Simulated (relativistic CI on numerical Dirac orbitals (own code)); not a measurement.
## Slater and spin-orbit integrals, Ho XXXV

Computed by Dirac-Coulomb-Breit CI, KLI orbitals optimised for each configuration, a model potential for QED, unscaled Slater integrals (own radial code, finite nucleus).

Slater integrals F^k, G^k are unscaled and averaged over j, outside the closed core [Ar] 3d10; ζ comes from projecting the Hamiltonian with its Breit term on Σ l·s of the shell.

- 4s²4p³: F^2(4p,4p) = 216320, ζ(4p) = 300520 cm⁻¹; <r>(4p) = 0.4731, <r^2>(4p) = 0.2531 (bohr units).
- 4s4p⁴: F^2(4p,4p) = 216270, G^1(4s,4p) = 283000, ζ(4p) = 300300 cm⁻¹; <r>(4s) = 0.4623, <r^2>(4s) = 0.2401, <r>(4p) = 0.4732, <r^2>(4p) = 0.2532 (bohr units).
- 4s²4p²4d: F^2(4p,4p) = 216260, ζ(4p) = 300990, F^2(4p,4d) = 212650, G^1(4p,4d) = 263630, G^3(4p,4d) = 169220, ζ(4d) = 37507 cm⁻¹; <r>(4p) = 0.4732, <r^2>(4p) = 0.2532, <r>(4d) = 0.4732, <r^2>(4d) = 0.2558 (bohr units).

Averages of the first 10 configurations, taken without configuration mixing, which lowers the lowest level and can move excited configurations by several eV; other configurations of the list can lie among them:

```json
{"Configuration": "4s²4p³", "Parity": "odd", "States": "20", "Average energy above the lowest level (eV)": "59.2"}
{"Configuration": "4s4p⁴", "Parity": "even", "States": "30", "Average energy above the lowest level (eV)": "183.2"}
{"Configuration": "4s²4p²4d", "Parity": "even", "States": "150", "Average energy above the lowest level (eV)": "219.1"}
{"Configuration": "4p⁵", "Parity": "odd", "States": "6", "Average energy above the lowest level (eV)": "316.7"}
{"Configuration": "4s4p³4d", "Parity": "odd", "States": "400", "Average energy above the lowest level (eV)": "338.8"}
{"Configuration": "4s²4p²4f", "Parity": "odd", "States": "210", "Average energy above the lowest level (eV)": "375.0"}
{"Configuration": "4s4p³4f", "Parity": "even", "States": "560", "Average energy above the lowest level (eV)": "495.1"}
{"Configuration": "4p⁴4d", "Parity": "even", "States": "150", "Average energy above the lowest level (eV)": "468.2"}
{"Configuration": "4s4p²4d²", "Parity": "even", "States": "1350", "Average energy above the lowest level (eV)": "497.3"}
{"Configuration": "4s²4p4d4f", "Parity": "even", "States": "840", "Average energy above the lowest level (eV)": "535.5"}
```
